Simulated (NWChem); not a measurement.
System meant: C$_{5}$H$_{7}$O, doublet; SMILES C1C(=O)CC[CH]1

NWChem input:

```
start job
memory heap 200 mb stack 900 mb global 1100 mb
geometry units angstroms noautoz
  O     -0.051708     2.103048     0.059590
  C     -0.005587     0.895278    -0.006058
  C      1.280153     0.053577    -0.034694
  C      0.804761    -1.358455    -0.009029
  C     -0.692416    -1.476111     0.079751
  C     -1.224158    -0.035535    -0.085073
  H      1.923213     0.337070     0.815352
  H      1.864210     0.317782    -0.933234
  H      1.466978    -2.216569     0.018661
  H     -1.003620    -1.903344     1.047730
  H     -1.098797    -2.157853    -0.681526
  H     -1.697543     0.119936    -1.062982
  H     -1.961986     0.259268     0.667679
end
basis spherical
  * library def2-svp
end
dft
  odft
  mult 3
  xc b3lyp
  iterations 150
  mulliken
end
task dft energy
```

End of the output:

```
 Summary of "ao basis" -> "" (spherical)
 ------------------------------------------------------------------------------
       Tag                 Description            Shells   Functions and Types
 ---------------- ------------------------------  ------  ---------------------
 *                          def2-svp                  on all atoms

                                 NWChem DFT Module
                                 -----------------

 Summary of "ao basis" -> "ao basis" (spherical)
 ------------------------------------------------------------------------------
       Tag                 Description            Shells   Functions and Types
 ---------------- ------------------------------  ------  ---------------------
 O                          def2-svp                 6       14   3s2p1d
 C                          def2-svp                 6       14   3s2p1d
 H                          def2-svp                 3        5   2s1p

 Summary of "ao basis" -> "ao basis" (spherical)
 ------------------------------------------------------------------------------
       Tag                 Description            Shells   Functions and Types
 ---------------- ------------------------------  ------  ---------------------
 O                          def2-svp                 6       14   3s2p1d
 C                          def2-svp                 6       14   3s2p1d
 H                          def2-svp                 3        5   2s1p

  number of electrons :                   45
  multiplicity        :                    3
 ------------------------------------------------------------------------
  no. of electrons and multiplicity not compatible                  45
 ------------------------------------------------------------------------
 ------------------------------------------------------------------------
  current input line :
    28: task dft energy
 ------------------------------------------------------------------------
 ------------------------------------------------------------------------
 There is an error in the input file
 ------------------------------------------------------------------------
 For more information see the NWChem manual at https://nwchemgit.github.io

0: no. of electrons and multiplicity not compatible:Received an Error in Communication
```

Find the fault in this run and fix the input.

The program refused the input. Cause: the multiplicity doesn't fit the number of electrons (an even count wants an odd multiplicity, and the reverse). This input runs:
```
start job
memory heap 200 mb stack 900 mb global 1100 mb
geometry units angstroms noautoz
  O     -0.051708     2.103048     0.059590
  C     -0.005587     0.895278    -0.006058
  C      1.280153     0.053577    -0.034694
  C      0.804761    -1.358455    -0.009029
  C     -0.692416    -1.476111     0.079751
  C     -1.224158    -0.035535    -0.085073
  H      1.923213     0.337070     0.815352
  H      1.864210     0.317782    -0.933234
  H      1.466978    -2.216569     0.018661
  H     -1.003620    -1.903344     1.047730
  H     -1.098797    -2.157853    -0.681526
  H     -1.697543     0.119936    -1.062982
  H     -1.961986     0.259268     0.667679
end
basis spherical
  * library def2-svp
end
dft
  odft
  mult 2
  xc b3lyp
  iterations 150
  mulliken
end
task dft energy
```
It converges to -269.71122 Ha (B3LYP/def2-SVP, spin-unrestricted).
